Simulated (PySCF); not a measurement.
## Where the electron goes

Species: C5H8F2OSi.
Z-matrix (Å and degrees, GFN2-xTB geometry), rows numbered from 1:
```
F 
C   1  1.3395
F   2  1.3749  1  105.52
O   2  1.3293  1  109.25  3   121.02
C   4  1.4477  2  113.76  1   174.83
C   5  1.4992  4  108.63  2  -160.80
C   6  1.3223  5  118.22  4  -128.97
C   7  1.4996  6  119.31  5     0.58
Si  8  1.9102  7  104.53  6     7.56
H   2  1.1113  1  108.64  3  -112.80
H   5  1.1007  4  107.15  2   -42.45
H   6  1.0785  5  118.18  4    50.78
H   7  1.0803  6  122.19  5  -178.77
H   8  1.0906  7  109.97  6   130.36
H   8  1.0916  7  109.63  6  -113.45
H   9  1.4638  5  110.96  4  -115.16
H   9  1.4574  5  110.66  4    12.07
```

The calculation used TDDFT PBE0/def2-SVPD, vertical, gas phase, core orbitals frozen in the response in PySCF.

Kohn–Sham orbitals with the atoms that hold most of them (Löwdin shares over 4%, at most four atoms; ? is withheld):

```tsv
orbital	ε (eV)	atoms
LUMO+2	0.46	Si9 31%, H16 12%, C5 10%, H17 9%
LUMO+1	0.38	Si9 29%, C8 11%, C7 10%, H16 8%
LUMO	?	?
HOMO	-7.60	C6 25%, C7 24%, C5 12%, O4 10%
HOMO-1	-8.18	?
HOMO-2	-9.20	C8 28%, Si9 24%, C7 12%, H16 9%
HOMO-3	-9.84	Si9 37%, H17 27%, H16 18%, C8 5%
```

Task: Which atoms hold the HOMO-1, and with what shares?

Result: O4 (bonded to 2 C) 23%; C5 (bonded to C, O, Si and H) 15%; C6 (bonded to 2 C and H) 14%; Si9 (bonded to 2 C and 2 H) 12%. By element: carbon 29% or more, oxygen 23%, silicon 12%.

Task: Which atoms hold the LUMO, and with what shares?

Result: C7 (bonded to 2 C and H) 34%; C6 (bonded to 2 C and H) 26%; C5 (bonded to C, O, Si and H) 8%; C8 (bonded to C, Si and 2 H) 6%.

Task: What is the LUMO energy, and the HOMO–LUMO gap?

Result: ε(LUMO) = -0.12 eV; the gap is 7.48 eV (0.2750 hartree).

Task: How does S1 compare with the orbital gap of 7.48 eV?

Result: S1 is at 6.38 eV (f = 0.029), 1.11 eV below the gap, made of HOMO→LUMO (63%), HOMO-1→LUMO (35%). Without the coupling terms of the response equations the lowest excitation would equal the gap.

Task: One configuration dominates each of S2 and S5. Which, and how do the shares of the two leading atoms of either orbital change from the occupied to the empty one?

Result: 
- S2 (6.80 eV, f 0.0038), HOMO→LUMO+1 (73%): C6 25% → at most 8%, C7 24% → 10%, Si9 at most 11% → 29%, C8 at most 11% → 11%
- S5 (7.39 eV, f 0.0092), HOMO-1→LUMO+1 (83%): O4 23% → at most 8%, C5 15% → at most 8%, Si9 12% → 29%, C8 at most 13% → 11%

Löwdin shares depend on the basis, the more so with diffuse functions.

One conformer stands for the species.
